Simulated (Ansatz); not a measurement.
Ansatz results at the PBE0-D4/def2-TZVP geometry: LUMO energy (PBE/def2-TZVPP) -2.66 eV; HOMO–LUMO gap (PBE/def2-TZVPP) 3.89 eV; HOMO–LUMO gap (PBE0/def2-TZVPP) 6.17 eV.

Each molecule was computed in one conformer, which needn't be the lowest.

Task: Which molecule gave them?
A. `[S]=[W]([Cl])([Cl])([Cl])[Cl]`
B. `[OH][W]([F])([F])([F])=[S]`
C. `C[O][W](=[O])([OH])([O]C)[O]C`
D. `C[O][W]([Cl])([Cl])([Cl])([Cl])[O]C`

Result: C. The others give `[OH][W]([F])([F])([F])=[S]`: -4.23, 3.25, 5.36; `C[O][W]([Cl])([Cl])([Cl])([Cl])[O]C`: -4.84, 2.21, 4.02; `[S]=[W]([Cl])([Cl])([Cl])[Cl]`: -5.20, 2.22, 4.15.
